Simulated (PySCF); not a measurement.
`[O]=[Ta-2]([F])([F])([F])([F])[F]` ([TaOF5]2-) (charge -2 and singlet state). Method: PySCF, PBE0-D3(BJ)/def2-SVP geometry optimisation, gas phase, def2 core potentials past Kr.

```
atom  x, y, z in Å
Ta1   -0.0006    0.0002    0.1488
O2    -0.0142   -0.0082    1.9320
F3     0.0065   -0.0019   -1.9155
F4     1.9647    0.0076   -0.0286
F5    -1.9635    0.0012   -0.0537
F6    -0.0015    1.9646   -0.0377
F7     0.0086   -1.9636   -0.0452
```

Task: Where is the centre of mass (commonest isotopes), and what is the radius of gyration?

Result: Mass 291.935 u; centre at (0.000, 0.000, 0.063) Å; Rg = √(Σ m r²/M) = 1.207 Å. As Ia + Ib + Ic = 2 Σ m r², the three principal moments sum to 851.1 u·Å².

Task: Work out the bond lengths Ta1–O2, Ta1–F3, Ta1–F4, Ta1–F5, Ta1–F6, Ta1–F7 in pm.

Result: For Ta1–O2 the difference vector is (-0.0136, -0.0084, 1.7832) Å, of length 1.7833 Å. Ta1–O2 178.3; Ta1–F3 206.4; Ta1–F4 197.3; Ta1–F5 197.3; Ta1–F6 197.3; Ta1–F7 197.3 pm.

Task: What is the repulsion energy of the bare nuclei, Σ ZA·ZB/RAB?

Result: 1257.80 Eh over 21 pairs, with full nuclear charges and distances in bohr; the largest single term is 176.19 Eh (Ta1 with F6, or a pair equal to it).

Task: What are the angles O2–Ta1–F4, F3–Ta1–F4, F3–Ta1–F6, F6–Ta1–F7, F3–Ta1–F7, F4–Ta1–F5, F4–Ta1–F7, F4–Ta1–F6?

Result: From the scalar product of the two bond vectors; for O2–Ta1–F4 it is -0.3431 Å² over 1.7833 × 1.9733 Å², cos θ = -0.0975. O2–Ta1–F4 95.6°; F3–Ta1–F4 84.6°; F3–Ta1–F6 84.6°; F6–Ta1–F7 168.9°; F3–Ta1–F7 84.3°; F4–Ta1–F5 168.9°; F4–Ta1–F7 89.4°; F4–Ta1–F6 89.3°.

Task: How far apart are these pairs, which share no bond: O2···F5, O2···F7, F3···F7, F5···F6?

Result: O2···F5 2.783 Å (2 bonds apart); O2···F7 2.781 Å (2 bonds apart); F3···F7 2.710 Å (2 bonds apart); F5···F6 2.776 Å (2 bonds apart).

Task: Write the matrix of distances between heavy atoms (Å, lower triangle).

Result: 
```
Ta1   0.000
O2    1.783  0.000
F3    2.064  3.848  0.000
F4    1.973  2.786  2.719  0.000
F5    1.973  2.783  2.711  3.928  0.000
F6    1.973  2.788  2.719  2.774  2.776  0.000
F7    1.973  2.781  2.710  2.777  2.784  3.928  0.000
```

The point group is C4v within 0.08 Å; differences among equivalent distances and angles are scatter left by the optimiser. No PBE0-D3(BJ)/def2-SVP frequencies stand behind this structure, so it isn't proved a minimum. Whether so highly charged an anion holds all its electrons in the gas phase wasn't checked; a finite basis holds them in any case. No counter-ion or solvent screens the charge of this multiply charged ion. The geometry's basis has no diffuse functions, a weakness for an anion.
